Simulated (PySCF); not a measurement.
[Ru(NH3)6]2+ holds Ru(II), d6, at total charge +2. The structure is a PBE0-D3(BJ)/def2-SVP, IEF-PCM water geometry optimised for multiplicity 1; coordination octahedral, point group S6, metal–donor distances 2.13 Å.

The d shell alone is too small an active space for [Ru(NH3)6]2+ (an active orbital has only 0.68 squared overlap with the free ion's shell): its levels, fitted parameters, g values and moments show what this model gives and aren't sound predictions.

```
25

Ru    0.0000    0.0000    0.0000
N    -0.0080    2.1265   -0.0080
H    -0.0015    2.5450    0.9252
H     0.7954    2.5401   -0.4876
H    -0.8266    2.5266   -0.4720
N     0.0080   -2.1265    0.0080
H     0.0015   -2.5450   -0.9252
H     0.8266   -2.5266    0.4720
H    -0.7954   -2.5401    0.4876
N    -0.0080   -0.0080    2.1265
H     0.9252   -0.0015    2.5450
H    -0.4876    0.7954    2.5401
H    -0.4720   -0.8266    2.5266
N     0.0080    0.0080   -2.1265
H    -0.9252    0.0015   -2.5450
H     0.4720    0.8266   -2.5266
H     0.4876   -0.7954   -2.5401
N     2.1265   -0.0080   -0.0080
H     2.5450    0.9252   -0.0015
H     2.5401   -0.4876    0.7954
H     2.5266   -0.4720   -0.8266
N    -2.1265    0.0080    0.0080
H    -2.5450   -0.9252    0.0015
H    -2.5266    0.4720    0.8266
H    -2.5401    0.4876   -0.7954
```

Method (PySCF 2.14, density fitting): CASSCF(6,5) with orbitals averaged over all microstates of the shell, strongly contracted NEVPT2 on the averaged canonical orbitals; basis x2c-TZVPall on the metal, x2c-SVPall elsewhere; spin-free X2C; IEF-PCM water; spin-orbit coupling by state interaction with the mean-field operator over all roots.

Q: What is the ground state?

A: 1Ag (from 1A1g) (S = 0, orbital degeneracy 1), with 6.0 electrons in the lower (t2g-type) set and 0.0 in the upper (eg-type) set, by NEVPT2.

Q: List the excited states of the same spin.

A: By NEVPT2, the lowest six: 1Ag (from 1T1g) at 29351 cm⁻¹ (341 nm); 1Eg (from 1T1g) at 29527 cm⁻¹ (339 nm); 1Ag (from 1T2g) at 37414 cm⁻¹ (267 nm); 1Eg (from 1T2g) at 37514 cm⁻¹ (267 nm); 1Ag (from 1T2g) at 59843 cm⁻¹; 1Eg (from 1T2g) at 60143 cm⁻¹. All are electric-dipole forbidden at this geometry.

Q: Which is the lowest state of another spin?

A: 3Ag (from 3T1g) at 23798 cm⁻¹ by NEVPT2; CASSCF alone puts it at 19615 cm⁻¹ above the same ground state.

Q: What ligand-field parameters describe the result?

A: At CASSCF level (the NEVPT2 levels don't fit a ligand-field model well): orbital energies 0, 332, 332, 28897, 28897 cm⁻¹; 10Dq = 28676 cm⁻¹ (difference of the means of the two sets); B = 734 cm⁻¹; C = 2963 cm⁻¹; B over its free-ion value at the same level 0.856; rms of the fit 286 cm⁻¹; ζ = 976 cm⁻¹ (free ion 1050).

Q: What are the magnetic parameters?

A: The lowest spin-orbit level is 1-fold; the next lies at 23528.0 cm⁻¹. μeff is 0.44 μB at 300 K and 0.08 μB at 10 K; the ground state is a spin singlet, and the moment comes from mixing with excited states or their population.

NEVPT2 lifts 1Eg (from 1T1g) from 25741 to 29527 cm⁻¹; on the d shell alone it tends to overshoot states that fill the eg-type orbitals. Gaps between spin states lean to high spin in this active space.

The job took 38 s on one thread of Intel Xeon Platinum 8488C (shared host), with 237 basis functions and a peak of 1.1 GiB, launched as `OMP_NUM_THREADS=1 python lf_run.py task.json out`.
